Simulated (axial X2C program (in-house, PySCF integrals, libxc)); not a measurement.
Which molecule has these constants?

Calculated with an axial X2C code built on PySCF integrals, spin-free (one-electron X2C) or two-component (2c: spin–orbit coupling with atomic mean-field Coulomb and Gaunt terms, which also bring small scalar terms), in Dyall basis sets with cores contracted in-house; open shells are unrestricted.

A two-component PBE0 calculation in a Dyall 3-zeta basis gave Re = 2.410 Å, ωe = 258.8 cm⁻¹, dipole magnitude 3.12 D, Ω = 5/2.

Problem. Which molecule is it?
A. CrBr
B. WBr
C. MoBr

Solution. B. The others have CrBr 2.340 Å and 301.0 cm⁻¹ (Ω = 5/2); MoBr 2.436 Å and 264.1 cm⁻¹ (Ω = 5/2).

Each entry is the lowest single determinant of a limited PBE0 search at one distance. De goes to single-determinant-based atoms at the same level (for ions the charge split of lowest energy) and is withheld (n/a) where an atom does not fit its ground term or J level. Main or longest-lived isotopes. One determinant is a doubtful description, or other states lie close, for WBr, CrBr, MoBr; these need not be ground states, and all values refer to the states named. With several unpaired electrons the Ω given is that of one determinant, not necessarily of the lowest component. The functionals have no current term, which raises determinants with orbital currents.
